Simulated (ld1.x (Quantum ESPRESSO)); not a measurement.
## Pseudopotential generation for Zn: TM, PBE, scalar-relativistic.

* Element: Zn (Z = 30)
* Generator: ld1.x (Quantum ESPRESSO) 7.5
* Type: norm-conserving Troullier–Martins (Kleinman–Bylander form)
* Functional: PBE
* Relativity: scalar-relativistic
* Frozen core: [Ne] 3s2
* Valence charge: 18
* Reference configuration: 3p6 3d10 4s1.75 4p0 (charge +0.25)
* Partial waves: 3p (bound): rc 0.44 bohr; 3d (bound): rc 0.54 bohr; 4f channel at 0.35 Ry: rc 1.40 bohr; 4s (bound): rc 1.48 bohr
* Local potential: the s channel
* Core correction: none

Calculated quality:

```json
{
 "Largest excitation error": "-1599 meV (all-electron minus pseudo) for 3p6 3d10 4s0 4p2, out of 7 test configurations"
}
```

A Bessel basis up to 400 Ry misses an occupied level by 0.61 Ry, so cutoffs and ghosts were not judged.

Generation and tests took about 3.5 s on one core of a shared server CPU.
